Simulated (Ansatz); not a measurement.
Consider the formal exchange of groups at the Si–N bond: `[SiH3]N[AsH2]` + `C[SiH](O)F` → `C[Si](O)(F)[SiH3]` + `N[AsH2]`.

Program: Ansatz. Geometries: PBE0-D4/def2-TZVP. ΔE: electronic, gas phase. CCSD(T)/CBS is the MP2 limit (def2-TZVPP, def2-QZVPP) plus CCSD(T) − MP2 in def2-TZVPP, frozen cores. Functionals use def2-TZVPP. HSE06 is defined as in plane-wave codes. For As outer-core shells are correlated without core-valence functions, which leaves a few kJ/mol of doubt a bond. Scalar relativity is left out up to krypton. Each species was taken in one conformer, which may not be the lowest.

`[SiH3]N[AsH2]`:

```xyz
9

Si   -0.725   -0.819    0.461
N    -0.425    0.485   -0.619
As    1.175    1.386   -0.805
H     0.127   -2.009    0.178
H    -2.155   -1.210    0.335
H    -0.432   -0.388    1.853
H    -1.059    0.661   -1.381
H     1.372    1.709    0.676
H     2.121    0.185   -0.698
```

`C[SiH](O)F`:

Cartesian coordinates in Å:
```
C 1.053 0.467 0.083
Si -0.465 -0.494 -0.360
O -1.564 -0.551 0.848
F -1.111 0.210 -1.646
H 1.760 0.474 -0.751
H 1.551 0.023 0.948
H 0.811 1.506 0.323
H -0.196 -1.903 -0.710
H -1.840 0.267 1.265
```

`C[Si](O)(F)[SiH3]`:

Cartesian coordinates in Å:
```
C -0.579 -1.299 -0.990
Si -0.568 0.156 0.163
O -0.968 -0.267 1.696
F -1.669 1.184 -0.402
Si 1.481 1.279 0.327
H -0.323 -0.989 -2.006
H -1.569 -1.763 -1.022
H 0.144 -2.054 -0.670
H -1.750 -0.804 1.839
H 1.894 1.771 -1.016
H 2.529 0.348 0.825
H 1.379 2.437 1.254
```

`N[AsH2]`:

```xyz
6

N     0.598    0.744    0.079
As   -0.325   -0.750    0.674
H     0.465    0.962   -0.899
H     0.354    1.554    0.631
H     0.431   -1.746   -0.197
H    -1.523   -0.764   -0.288
```

| level | ΔE (kJ/mol) |
| --- | --- |
| HSE06-D4 | 51.0 |
| ωB97M-V | 68.0 |
| PBE0 | 51.2 |
| HF/CBS(def2) | 83.7 |

Question: What does CCSD(T)/CBS give? (Estimate.)

Answer: Ansatz gave: +67.0 kJ/mol. The listed levels differ from it by -16.0, 1.0, -15.8, 16.7 kJ/mol.

Question: What do rigid-rotor, harmonic-oscillator terms from PBE0-D4/def2-TZVP frequencies (298.15 K, 1 bar) make of the CCSD(T)/CBS value? (Best estimate.)

Answer: Computed: ΔZPE = +3.7 kJ/mol, ΔH = +71.9 kJ/mol, ΔS = -2 J/(mol·K), ΔG = +72.4 kJ/mol.

Largest T1 diagnostic among the species: 0.012.

From BLYP to BHLYP (50 % exact exchange), in def2-TZVPP and without D4, ΔE moves by +15.9 kJ/mol. In def2-TZVPP, CCSD(T) changes the Hartree–Fock value by −14.8 kJ/mol (the triples alone add −2.1 kJ/mol) and MP2 by −5.1 kJ/mol.
